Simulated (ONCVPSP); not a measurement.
**Ba, ONCV: configuration errors across variants**

* Element: Ba (Z = 56)
* Generator: ONCVPSP 4.0.1
* Type: optimised norm-conserving Vanderbilt (ONCV)
* Functional: PBE
* Relativity: scalar-relativistic
* Frozen core: [Xe]
* Valence charge: 2
* Reference configuration: 6s1.5 6p0.5
* Partial waves: 6s: rc 3.50 bohr, ncon 4, nbas 7, qcut 1.6 1/bohr, local; 6p: rc 4.00 bohr, ncon 4, nbas 7, qcut 1.7 1/bohr, 2 projectors, debl 1.9 Ha; d scattering state at 0.36 Ha: rc 3.50 bohr, ncon 3, nbas 8, qcut 3.1 1/bohr, 1 projector
* Local potential: the s channel
* Core correction: polynomial model core, fcfact 0.25

In the d channel the program set the typed energies aside and used -0.090 Ha.

All-electron excitation energies from the reference (eV): (1) 6s2 6p0 -1.004; (2) 6s1 6p0 4.358; (3) 6s1.5 6p0 1.132; (4) 6s0 6p2 3.137.

3 further variants failed, have other tests or another functional or relativity, and are left out.

Errors AE − PS in meV (a dash: test not solved or not reliable):

| change | (1) | (2) | (3) | (4) | bound ghosts | GHOST(+) flags above zero |
| --- | --- | --- | --- | --- | --- | --- |
| base | -0.8 | +1.4 | -0.4 | -3.2 | none | none |
| core correction Teter function, fcfact 3.25, rcfact 1.3 | -0.8 | -8.9 | -1.8 | +6.2 | none | none |
| p: rc 5.72 | -1.2 | +1.7 | -0.6 | -12 | none | p |
| s: qcut 1.8 | -0.8 | +1.3 | -0.4 | -3.0 | none | p |

Give the same row for: all radii but the core radius scaled by about 1.07 (s 3.76, p 4.30, d 3.76 bohr).

-1.1, +1.5, -0.5, -6.7; bound ghosts: none; GHOST(+) flags above zero: none.
